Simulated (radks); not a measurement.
Results of a calculation; reference values are marked as such.
Species: the fluorine ion F2+. Configuration: [He] 2s2 2p3 (the NIST ground configuration). Level of theory: Dirac Kohn-Sham, PBE, spin-unpolarised, spherical densities, finite nucleus; open shells are shared between the two j in proportion to 2j + 1; Fermi nuclear charge, rms radius 2.8976 fm (a radial shooting solver on a logarithmic mesh with Libxc functionals). Some entries of the table are withheld. Estimate them.

orbital,occ.,eigenvalue (eV),<r^2> (bohr^2),<r> (bohr)
1s1/2,2,-710.2334,0.04190,0.1762
2s1/2,2,(1),1.005,(2)
2p1/2,1,(3),1.008,(4)
2p3/2,2,(5),1.011,(6)

Answer. 
(1) 2s1/2 eigenvalue (eV): -67.9900
(2) 2s1/2 <r> (bohr): 0.9179
(3) 2p1/2 eigenvalue (eV): -49.0591
(4) 2p1/2 <r> (bohr): 0.8954
(5) 2p3/2 eigenvalue (eV): -48.9721
(6) 2p3/2 <r> (bohr): 0.8968
